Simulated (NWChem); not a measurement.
System meant: ZrF6 (charge -2); SMILES [F][Zr-2]([F])([F])([F])([F])[F]

Input file for NWChem:

```
start job
memory heap 200 mb stack 900 mb global 1100 mb
charge -2
geometry units angstroms noautoz
  Zr     0.000000     0.000000     0.000000
  F      0.360446     1.223481     1.603867
  F     -0.360446    -1.223481    -1.603867
  F     -1.101346    -1.245651     1.197758
  F     -1.690087     1.072714    -0.438492
  F      1.690087    -1.072714     0.438492
  F      1.101346     1.245651    -1.197758
end
basis spherical
  Zr library def2-svp
  F library def2-svp
end
dft
  xc pbe0
  iterations 150
  mulliken
end
task dft energy
```

End of the output:

```
             Northwest Computational Chemistry Package (NWChem) 7.3.0
             --------------------------------------------------------

 CI  symmetry detected

                             Geometry "geometry" -> ""
                             -------------------------

 Output coordinates in angstroms (scale by  1.889725989 to convert to a.u.)

  No.       Tag          Charge          X              Y              Z
 ---- ---------------- ---------- -------------- -------------- --------------
    1 Zr                  40.0000     0.00000000     0.00000000     0.00000000
    2 F                    9.0000    -1.42458285    -0.35977852     1.42840455
    3 F                    9.0000     1.42458285     0.35977852    -1.42840455
    4 F                    9.0000    -1.25603813    -0.74143773    -1.43939986
    5 F                    9.0000    -0.76952580     1.87623128    -0.29490825
    6 F                    9.0000     0.76952580    -1.87623128     0.29490825
    7 F                    9.0000     1.25603813     0.74143773     1.43939986

 Effective nuclear repulsion energy (a.u.)     766.6478459938

      Symmetry information
      --------------------

 Group name             Ci
 Group number              3
 Group order               2
 No. of unique centers     4

                                 NWChem DFT Module
                                 -----------------

 Summary of "ao basis" -> "ao basis" (spherical)
 ------------------------------------------------------------------------------
       Tag                 Description            Shells   Functions and Types
 ---------------- ------------------------------  ------  ---------------------
 Zr                         def2-svp                11       31   5s3p2d1f
 F                          def2-svp                 6       14   3s2p1d

      Symmetry analysis of basis
      --------------------------

        ag         57
        au         58

            General Information
            -------------------
          SCF calculation type: DFT
          Wavefunction type:  closed shell.
          No. of atoms     :     7
          No. of electrons :    96
           Alpha electrons :    48
            Beta electrons :    48
          Charge           :    -2
          Spin multiplicity:     1
          Use of symmetry is: on ; symmetry adaption is: on
          Maximum number of iterations: 150
          AO basis - number of functions:   115
                     number of shells:    47
          Convergence on energy requested:  1.00D-06
          Convergence on density requested:  1.00D-05
          Convergence on gradient requested:  5.00D-04

              XC Information
              --------------
                         PBE0 Method XC Functional
                     Hartree-Fock (Exact) Exchange  0.250
          PerdewBurkeErnzerhof Exchange Functional  0.750
            Perdew 1991 LDA Correlation Functional  1.000 local
           PerdewBurkeErnz. Correlation Functional  1.000 non-local

             Grid Information
             ----------------
          Grid used for XC integration:  medium
          Radial quadrature: Mura-Knowles
          Angular quadrature: Lebedev.
          Tag              B.-S. Rad. Rad. Pts. Rad. Cut. Ang. Pts.
          ---              ---------- --------- --------- ---------
          Zr                  1.55      123          10.0       590
          F                   0.50       49           9.0       434
          Grid pruning is: on
          Number of quadrature shells:   270
          Spatial weights used:  Erf1

      Superposition of Atomic Density Guess
      -------------------------------------

 Sum of atomic energies:       -1262.45482749

 Renormalizing density from      94.00 to     96

      Non-variational initial energy
      ------------------------------

 Total energy =   -1283.858623
 1-e energy   =   -3305.533295
 2-e energy   =    1255.026826
 HOMO         =      -1.025311
 LUMO         =      -0.899574

      Symmetry analysis of molecular orbitals - initial
      -------------------------------------------------

  Numbering of irreducible representations:

     1 ag          2 au

  Orbital symmetries:

     1 ag          2 ag          3 au          4 au          5 au
     6 ag          7 ag          8 ag          9 au         10 au
    11 au         12 ag         13 ag         14 ag         15 ag
    16 ag         17 ag         18 au         19 au         20 au
    21 au         22 au         23 au         24 au         25 au
    26 au         27 au         28 ag         29 ag         30 ag
    31 au         32 au         33 au         34 ag         35 ag
    36 ag         37 ag         38 ag         39 ag         40 ag
    41 ag         42 ag         43 au         44 au         45 au
    46 au         47 au         48 au         49 au         50 au
    51 au         52 ag         53 ag         54 ag         55 ag
    56 ag         57 ag         58 ag

     ---------------------------------------------
      Total Density - Mulliken Population Analysis
     ---------------------------------------------

    Atom       Charge   Shell Charges
 -----------   ------   -------------------------------------------------------
    1 Zr  40    45.03   2.01  2.05  2.18 -0.01  0.05  6.15  6.89 -0.09 10.54  0.35 14.92
    2 F    9     8.49   1.99  1.05  0.89  2.92  1.65  0.00
    3 F    9     8.49   1.99  1.05  0.89  2.92  1.65  0.00
    4 F    9     8.49   1.99  1.05  0.89  2.92  1.65  0.00
    5 F    9     8.49   1.99  1.05  0.89  2.92  1.65  0.00
    6 F    9     8.49   1.99  1.05  0.89  2.92  1.65  0.00
    7 F    9     8.49   1.99  1.05  0.89  2.92  1.65  0.00

   convergence    iter        energy       DeltaE   RMS-Dens  Diis-err
 ---------------- ----- ----------------- --------- --------- ---------
 d= 0,ls=0.0,diis     1  -1293.6897122653 -2.06D+03  1.45D-01  2.33D+01
 d= 0,ls=0.0,diis     2  -1294.7578223079 -1.07D+00  5.67D-02  1.18D+01
 d= 0,ls=0.0,diis     3  -1295.6352336069 -8.77D-01  9.98D-03  1.07D+00
 d= 0,ls=0.0,diis     4  -1295.7174949035 -8.23D-02  9.39D-04  1.43D-02
 d= 0,ls=0.0,diis     5  -1295.7186562576 -1.16D-03  7.54D-05  4.63D-06
  Resetting Diis
 d= 0,ls=0.0,diis     6  -1295.7186581608 -1.90D-06  1.89D-05  1.09D-07
 d= 0,ls=0.0,diis     7  -1295.7186582141 -5.32D-08  5.91D-06  4.17D-08

         Total DFT energy =    -1295.718658214053
      One electron energy =    -3457.514585053313
           Coulomb energy =     1482.911550057270
    Exchange-Corr. energy =      -87.763469211801
 Nuclear repulsion energy =      766.647845993791

 Numeric. integr. density =       96.000001284426

                  Occupations of the irreducible representations
                  ----------------------------------------------

[...]
```

Problem. Find the fault in this run and fix the input.

Solution. The run ends normally but its numbers are meaningless: the def2 basis of a heavy element holds valence functions alone and wants its effective core potential (without it all electrons must fit into that basis). This input runs:
```
start job
memory heap 200 mb stack 900 mb global 1100 mb
charge -2
geometry units angstroms noautoz
  Zr     0.000000     0.000000     0.000000
  F      0.360446     1.223481     1.603867
  F     -0.360446    -1.223481    -1.603867
  F     -1.101346    -1.245651     1.197758
  F     -1.690087     1.072714    -0.438492
  F      1.690087    -1.072714     0.438492
  F      1.101346     1.245651    -1.197758
end
basis spherical
  * library def2-svp
end
ecp
  Zr library def2-ecp
end
dft
  xc pbe0
  iterations 150
  mulliken
end
task dft energy
```
It converges to -645.49580 Ha (PBE0/def2-SVP with def2 effective core potentials on Zr). The faulty run gave -1295.719 Ha, with all electrons squeezed into the valence basis.
